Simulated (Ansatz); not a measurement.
Total energies of Cu2Pt (the lowest singlet isomer of a short search) from Ansatz at PBE0-D4/def2-TZVP, gas phase (1 Eh = 27.2114 eV = 2625.5 kJ/mol). The reference geometry is relaxed at r2SCAN-D4/def2-TZVP.

```csv
atom,x (Å),y (Å),z (Å)
Pt1,0.917,0.962,0.233
Cu2,-0.719,-0.516,1.057
Cu3,-0.198,-0.446,-1.290
```

```json
{"state": "charge 0 singlet", "geometry": "reference", "energy (Eh)": "-3399.90924"}
{"state": "charge 1 doublet", "geometry": "reference", "energy (Eh)": "-3399.65078"}
{"state": "charge 1 doublet", "geometry": "relaxed at r2SCAN-D4/def2-TZVP", "energy (Eh)": "-3399.65294"}
{"state": "charge 0 triplet", "geometry": "relaxed at r2SCAN-D4/def2-TZVP", "energy (Eh)": "-3399.87856"}
{"state": "charge 0 quintet", "geometry": "relaxed at r2SCAN-D4/def2-TZVP", "energy (Eh)": "-3399.80823"}
{"state": "free Pt atom (triplet)", "geometry": "–", "energy (Eh)": "-119.25494"}
{"state": "free Cu atom (doublet)", "geometry": "–", "energy (Eh)": "-1640.24417"}
```

In the def2 sets Pt takes a core potential; there is no spin–orbit coupling.

Question: Work out the vertical ionisation energy to the doublet.

Answer: E(charge 1 doublet) − E(charge 0 singlet) = -3399.65078 − (-3399.90924) = 0.25846 Eh = 7.03 eV. For comparison, −ε of the highest occupied level is 5.16 eV at this level, 1.87 eV less.

Question: How much does the charge 1 doublet relax, and what is the adiabatic ionisation energy?

Answer: Relaxation: -3399.65078 − (-3399.65294) = 0.00216 Eh = 0.06 eV. Adiabatic ionisation energy: 0.25630 Eh = 6.97 eV, without zero-point energy. 

Question: Which of the charge 0 states is lowest, and how far above it are the others?

Answer: The singlet. triplet: -3399.87856 − (-3399.90924) = 0.03068 Eh = 80.6 kJ/mol; quintet: -3399.80823 − (-3399.90924) = 0.10101 Eh = 265.2 kJ/mol.

Question: What is the binding energy per atom against free atoms?

Answer: Atoms: 1 × (-119.25494) + 2 × (-1640.24417) = -3399.74328 Eh. Binding: -3399.74328 − (-3399.90924) = 0.16596 Eh = 4.52 eV, or 1.51 eV for each of 3 atoms (no zero-point energy, no counterpoise term).

The structure comes from a short search, and lower isomers may exist.
